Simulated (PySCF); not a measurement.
A series of related molecules.

All values: PBE0/pcSseg-1 (PySCF) at GFN2-xTB geometries, gas phase, one conformer each.

(1) Rank by the highest IAO charge on any atom, lowest value first.
A. `FC[C@@H]1C=C[Si@@H](CF)O1`
B. `FC[C@@H]1O[C@H](CF)C=C[SiH2]1`
C. `C[C@@H](F)[C@H]1C=C[C@@H](CF)O1`
D. `FC[C@@H]1CC=C[C@@H](CF)O1`

(2) Rank by HOMO energy, highest first.
A. `FC[C@@H]1CC=C[C@@H](CF)O1`
B. `C[C@@H]1C=C[C@@H](CF)O1`
C. `FC[C@@H]1C=C[Si@@H](CF)O1`
D. `O1[C@@H](C=C[C@@H]1[C@H](F)C)CF`

(3) Rank by the lowest Hirshfeld charge on any atom, highest value first.
A. `FC[C@@H]1C=C[Si@@H](CF)O1`
B. `C1=C[C@H](O[C@@H]1C)CF`
C. `[C@H]1(CF)O[C@@H](C(=C1)Cl)CF`

Answers

(1) D (+0.158 e), C (+0.174 e), B (+0.740 e), A (+1.122 e).

(2) B (-7.05 eV), D (-7.20 eV), A (-7.43 eV), C (-7.78 eV).

(3) C (-0.133 e), B (-0.143 e), A (-0.228 e).

All values together:

```
                         SMILES     formula  μ (D)  HOMO (eV)  LUMO (eV)  lowest IAO charge (e)  highest IAO charge (e)  lowest Hirshfeld charge (e)  highest Hirshfeld charge (e)
        C[C@@H]1C=C[C@@H](CF)O1      C6H9FO   2.03      -7.05       0.06             -0.431 (C)              +0.166 (H)                   -0.143 (O)                    +0.059 (H)
      FC[C@@H]1CC=C[C@@H](CF)O1    C7H10F2O   2.50      -7.43       0.24             -0.411 (O)              +0.158 (H)                   -0.138 (O)                    +0.051 (H)
C[C@@H](F)[C@H]1C=C[C@@H](CF)O1    C7H10F2O   2.74      -7.20      -0.01             -0.441 (C)              +0.174 (C)                   -0.133 (O)                  +0.061 (C/H)
      FC[C@@H]1C=C[Si@@H](CF)O1   C5H8F2OSi   0.76      -7.78      -0.56             -0.650 (O)             +1.122 (Si)                   -0.228 (O)                   +0.419 (Si)
       CC1=C[C@@H](CF)O[C@H]1CF    C7H10F2O   2.42      -7.03       0.21             -0.431 (C)              +0.165 (H)                   -0.145 (O)                    +0.054 (H)
   FC[C@@H]1C=C(Cl)[C@@H](CF)O1   C6H7ClF2O   1.08      -7.39      -0.47             -0.406 (O)              +0.180 (H)                   -0.133 (O)                    +0.065 (H)
  FC[C@@H]1O[C@H](CF)C=C[SiH2]1  C6H10F2OSi   0.37      -7.35      -0.49             -0.440 (C)             +0.740 (Si)                   -0.150 (C)                   +0.320 (Si)
       FC[C@@H]1C=C[C@H](CCl)O1    C6H8ClFO   2.94      -7.34      -0.10             -0.406 (O)              +0.174 (H)                   -0.142 (O)                    +0.059 (H)
```

Conformers: `[CH3:1][C@@H:2]1[CH:3]=[CH:4][C@@H:5]([CH2:6][F:7])[O:8]1` with C4–C5–C6–F7 -73°; `[F:1][CH2:2][C@@H:3]1[CH2:4][CH:5]=[CH:6][C@@H:7]([CH2:8][F:9])[O:10]1` with F1–C2–C3–C4 -62°, C6–C7–C8–F9 49°, C2–C3–C4–C5 -168°, C3–C4–C5–C6 20°, C5–C6–C7–C8 -118°, C6–C7–O10–C3 -41°; `[CH3:1][C@@H:2]([F:3])[C@H:4]1[CH:5]=[CH:6][C@@H:7]([CH2:8][F:9])[O:10]1` with C1–C2–C4–C5 -172°, C6–C7–C8–F9 -73°; `[F:1][CH2:2][C@@H:3]1[CH:4]=[CH:5][Si@@H:6]([CH2:7][F:8])[O:9]1` with F1–C2–C3–C4 -66°, C5–Si6–C7–F8 -93°; `[CH3:1][C:2]1=[CH:3][C@@H:4]([CH2:5][F:6])[O:7][C@H:8]1[CH2:9][F:10]` with C3–C4–C5–F6 46°, O7–C8–C9–F10 -165°, C2–C3–C4–C5 -114°, C3–C4–O7–C8 -13°, C4–O7–C8–C9 -108°, C1–C2–C8–O7 173°; `[F:1][CH2:2][C@@H:3]1[CH:4]=[C:5]([Cl:6])[C@@H:7]([CH2:8][F:9])[O:10]1` with F1–C2–C3–C4 -73°, C5–C7–C8–F9 -83°; `[F:1][CH2:2][C@@H:3]1[O:4][C@H:5]([CH2:6][F:7])[CH:8]=[CH:9][SiH2:10]1` with F1–C2–C3–O4 166°, O4–C5–C6–F7 169°, C2–C3–O4–C5 167°, C3–O4–C5–C6 -175°, O4–C5–C8–C9 -21°, C8–C9–Si10–C3 -7°; `[F:1][CH2:2][C@@H:3]1[CH:4]=[CH:5][C@H:6]([CH2:7][Cl:8])[O:9]1` with F1–C2–C3–C4 47°, C5–C6–C7–Cl8 70°.
